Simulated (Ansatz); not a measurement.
Basis sets compared for Sr6Te6. Charge 0, multiplicity 1. Geometry PBE0-D4/def2-SVP. Ansatz on 6 threads of Intel Xeon on a shared host; times are rough, and most runs start from earlier orbitals.

```tsv
atom	x (Å)	y (Å)	z (Å)
Sr1	-1.252	4.980	-2.196
Sr2	3.557	2.255	-3.253
Sr3	4.911	-2.658	-1.132
Sr4	1.248	-4.936	2.284
Sr5	-3.538	-2.300	3.239
Sr6	-4.931	2.665	1.053
Te7	-5.260	0.113	2.640
Te8	3.856	-4.776	0.755
Te9	1.525	4.493	-3.286
Te10	-3.913	4.869	-0.756
Te11	-1.479	-4.499	3.517
Te12	5.276	-0.205	-2.865
```

In the def2 sets Sr, Te take a core potential; there is no spin–orbit coupling. The structure comes from a short search, and lower isomers may exist.

Binding counts from free atoms (Sr singlet, Te triplet) in the same basis, without a counterpoise term.

| level | functions | energy (Eh) | HOMO (eV) | LUMO (eV) | binding per atom (eV) | wall time |
| --- | --- | --- | --- | --- | --- | --- |
| PBE-D4/def2-SVP | 294 | -1792.9381 | -4.40 | -2.53 | 2.53 | 8.5 s |
| PBE0-D4/def2-SVP | 294 | -1793.0434 | -5.25 | -1.95 | 2.54 | 25 s |

(1) Estimate the rows for PBE-D4/def2-TZVP (with forces), PBE0-D4/def2-TZVP.

## Answers

(1) 
| level | functions | energy (Eh) | HOMO (eV) | LUMO (eV) | binding per atom (eV) | wall time |
| --- | --- | --- | --- | --- | --- | --- |
| PBE-D4/def2-TZVP (with forces) | 498 | -1793.0476 | -4.42 | -2.54 | 2.50 | 18 s |
| PBE0-D4/def2-TZVP | 498 | -1793.1463 | -5.26 | -1.95 | 2.52 | 47 s |
